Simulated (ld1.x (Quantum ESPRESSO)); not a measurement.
An all-electron radial function and its pseudo partner (Mo)

Columns: radius, all-electron u(r) and pseudo u(r) of the 5s shell (level -4.12 eV) of molybdenum in the configuration [Kr] 4d5 5s1 5p0; Wu–Cohen, scalar-relativistic, ultrasoft scheme, ld1.x (Quantum ESPRESSO) 7.5.

| r (bohr) | all-electron | pseudo |
| --- | --- | --- |
| 0.150 | -0.0578 | 0.0271 |
| 0.300 | 0.1651 | 0.0548 |
| 0.450 | 0.0646 | 0.0838 |
| 0.600 | -0.1280 | 0.1145 |
| 0.750 | -0.2473 | 0.1472 |
| 0.900 | -0.2664 | 0.1822 |
| 1.050 | -0.2099 | 0.2193 |
| 1.200 | -0.1104 | 0.2583 |
| 1.350 | 0.0061 | 0.2987 |
| 1.500 | 0.1225 | 0.3399 |
| 1.650 | 0.2294 | 0.3810 |
| 1.800 | 0.3222 | 0.4211 |
| 1.950 | 0.3995 | 0.4591 |
| 2.100 | 0.4615 | 0.4940 |
| 2.250 | 0.5095 | 0.5248 |
| 2.400 | 0.5448 | 0.5507 |
| 2.550 | 0.5692 | 0.5707 |
| 2.700 | 0.5842 | 0.5843 |
| 2.850 | 0.5913 | 0.5913 |
| 3.000 | 0.5917 | 0.5917 |
| 3.150 | 0.5865 | 0.5865 |
| 3.300 | 0.5768 | 0.5768 |
| 3.450 | 0.5635 | 0.5635 |
| 3.600 | 0.5471 | 0.5471 |
| 3.750 | 0.5285 | 0.5285 |
| 3.900 | 0.5082 | 0.5082 |

(1) How many radial nodes do the two functions have?

(2) At about which radius was the pseudo-wave matched?

(3) Where does each function peak?

(4) Is the pseudo-wave norm-conserving?

## Answers

(1) The all-electron 5s function has n − l − 1 = 4 (the table is too coarse to show those close to the nucleus); the pseudo-wave has 0, since the states of the same l below it are removed with the core.

(2) 2.80 bohr, where the columns begin to agree (steps of 0.15 bohr).

(3) Outermost all-electron maximum near 3.00 bohr, pseudo maximum near 3.00 bohr (to the table’s step).

(4) No, it belongs to an ultrasoft set: the norm inside the radius is not constrained, and the difference is carried by the augmentation charge.
